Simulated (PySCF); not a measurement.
**Correlation energy of F³⁺ (fluorine, charge +3)**

[He] 2s2 2p2, high-spin 3P determinant. All numbers are calculated (PySCF 2.14, the spin-free X2C one-electron Hamiltonian (Gaussian nucleus), in cc-pVDZ-DK). Frozen: 1s2; 4 electrons correlated.

MP2 pair energies summed by pair of shells (mhartree):

```csv
pair,energy,share (%)
2s-2p,-32.89,56.9
2s-2s,-20.48,35.5
2p-2p,-4.41,7.6
```

Total MP2 correlation energy: -57.77 mhartree.

Same-spin part -7.33 and opposite-spin part -50.44 mhartree; SCS-MP2 scales them by 1/3 and 6/5 to -62.98 mhartree.

| level | correlation energy (mhartree) |
| --- | --- |
| CCSD | -80.58 |
| (T) | -0.50 |
| CCSD(T) | -81.08 |

Diagnostics: T1 = 0.0034, D1 = 0.0069, largest double amplitude 0.123.

Question: Is a single reference adequate?

Answer: Mostly. T1 lies below 0.03, but a double amplitude of this size points to a near-degeneracy that CCSD handles and MP2 describes poorly.
